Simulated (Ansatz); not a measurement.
Steps of a relaxation of CF₆Sn (`F[C](F)(F)[Sn]([F])([F])[F]`) with RKS PBE0-D4/def2-TZVP.

```sh
$ ansatz run in.yaml --threads 4 --pin off --events-out ev --progress --plain --max-ram 11315MiB
```

```yaml
crystal:
  periodic: [false, false, false]
  atoms:
    - {symbol: F, position_ang: [0.967676, -1.015380, 1.570091]}
    - {symbol: C, position_ang: [0.986599, -0.705111, 0.267157]}
    - {symbol: F, position_ang: [0.952213, -1.831899, -0.456326]}
    - {symbol: F, position_ang: [2.112412, -0.034887, -0.011525]}
    - {symbol: Sn, position_ang: [-0.789212, 0.565529, -0.231670]}
    - {symbol: F, position_ang: [-0.823490, 2.224304, 0.774407]}
    - {symbol: F, position_ang: [-0.841761, 1.066938, -2.105342]}
    - {symbol: F, position_ang: [-2.472339, -0.326494, 0.137408]}
basis:
  gaussian: {orbitals: def2-TZVP}
hamiltonian: {xc: pbe0, dispersion: d4}
relax: {f_tol: 0.005, max_steps: 150}
```

Positions (Å) and forces (eV/Å) along the path, 5 of 5 steps:

```xyz
8
step=1 energy=-23163.2966 eV
F     0.968   -1.015    1.570    0.124    0.095   -0.707
C     0.987   -0.705    0.267   -0.046    0.033   -0.013
F     0.952   -1.832   -0.456    0.133    0.557    0.442
F     2.112   -0.035   -0.012   -0.525   -0.461    0.190
Sn   -0.789    0.566   -0.232   -0.851    0.610   -0.240
F    -0.823    2.224    0.774    0.035   -1.065   -0.636
F    -0.842    1.067   -2.105    0.046   -0.328    1.195
F    -2.472   -0.326    0.137    1.084    0.558   -0.231
8
step=2 energy=-23163.4166 eV
F     0.948   -0.998    1.552    0.050   -0.001   -0.128
C     0.956   -0.683    0.259    0.104   -0.074    0.029
F     0.933   -1.807   -0.455    0.052    0.088    0.092
F     2.083   -0.027   -0.014   -0.075   -0.108    0.044
Sn   -0.780    0.559   -0.229   -0.208    0.149   -0.059
F    -0.806    2.175    0.756   -0.004   -0.084   -0.055
F    -0.824    1.044   -2.058   -0.003   -0.022    0.098
F    -2.417   -0.318    0.134    0.084    0.052   -0.021
8
step=3 energy=-23163.4189 eV
F     0.957   -1.004    1.552   -0.020    0.023   -0.043
C     0.961   -0.687    0.260    0.074   -0.053    0.021
F     0.943   -1.811   -0.450   -0.019    0.047    0.015
F     2.089   -0.036   -0.011   -0.052   -0.005    0.002
Sn   -0.787    0.564   -0.231    0.028   -0.020    0.008
F    -0.815    2.177    0.750    0.001    0.013    0.009
F    -0.834    1.049   -2.055    0.001    0.003   -0.015
F    -2.422   -0.309    0.130   -0.013   -0.009    0.004
8
step=4 energy=-23163.4191 eV
F     0.956   -1.003    1.551   -0.001    0.003   -0.010
C     0.961   -0.687    0.260    0.013   -0.009    0.003
F     0.941   -1.810   -0.451   -0.001    0.009    0.005
F     2.087   -0.035   -0.011   -0.010   -0.004    0.002
Sn   -0.786    0.563   -0.231    0.004   -0.003    0.001
F    -0.814    2.176    0.751   -0.001    0.004    0.002
F    -0.833    1.049   -2.056   -0.001    0.001   -0.004
F    -2.421   -0.310    0.131   -0.004   -0.001    0.001
8
step=5 energy=-23163.4191 eV
F     0.956   -1.003    1.551    0.000    0.000    0.000
C     0.961   -0.687    0.260    0.000    0.000    0.000
F     0.941   -1.810   -0.451    0.000    0.000    0.000
F     2.087   -0.035   -0.011    0.000    0.000    0.000
Sn   -0.786    0.563   -0.231    0.000    0.000    0.000
F    -0.814    2.176    0.751    0.000    0.000    0.000
F    -0.833    1.049   -2.056    0.000    0.000    0.000
F    -2.421   -0.310    0.131    0.000    0.000    0.000
```

It took 29 s on 4 threads of an Arm Neoverse V2 on a shared host, with 0.87 GiB of host memory at the peak.
